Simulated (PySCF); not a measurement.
## How methods differ on the ionisation energy of Dy²⁺

Dy²⁺ [Xe] 4f10 (high-spin determinant) → Dy³⁺ [Xe] 4f9 (high-spin determinant), as a difference of total energies. Calculation: PySCF 2.14, in ANO-RCC-VTZP (8s7p5d3f2g1h, 104 functions); the spin-free X2C one-electron Hamiltonian (Gaussian nucleus). Correlated levels: valence: [Kr] 4d10 frozen; valence and next inner shell: [Ar] 3d10 frozen. The calculations carry no spin-orbit coupling.

| method | ionisation energy (eV) | plus first-order spin-orbit estimate | difference from reference of that sum (eV) |
| --- | --- | --- | --- |
| UHF | 18.559 | 18.642 | -4.248 |
| LDA | 24.532 | 24.614 | +1.724 |
| PBE | 24.248 | 24.330 | +1.440 |
| PBE0 | 23.124 | 23.206 | +0.316 |
| r2SCAN | 23.655 | 23.737 | +0.847 |
| MP2 (valence) | 23.076 | 23.159 | +0.269 |
| SCS-MP2 (valence) | 22.756 | 22.838 | -0.052 |
| MP2 (valence and next inner shell) | 23.529 | 23.611 | +0.721 |
| SCS-MP2 (valence and next inner shell) | 23.023 | 23.106 | +0.216 |

Reference: 22.89 ± 0.03 eV (semi-empirical (NIST evaluation); NIST Atomic Spectra Database, ionization energies).

A first-order spin-orbit estimate (lowest level to lowest level, LS coupling) adds 0.083 eV.

Errors of the correlated levels include the incompleteness of this basis and the frozen core.

The determinant of Dy³⁺ and of Dy²⁺ mixes LS terms, which raises its energy above the lowest term, most at the Hartree-Fock and MP2 levels.
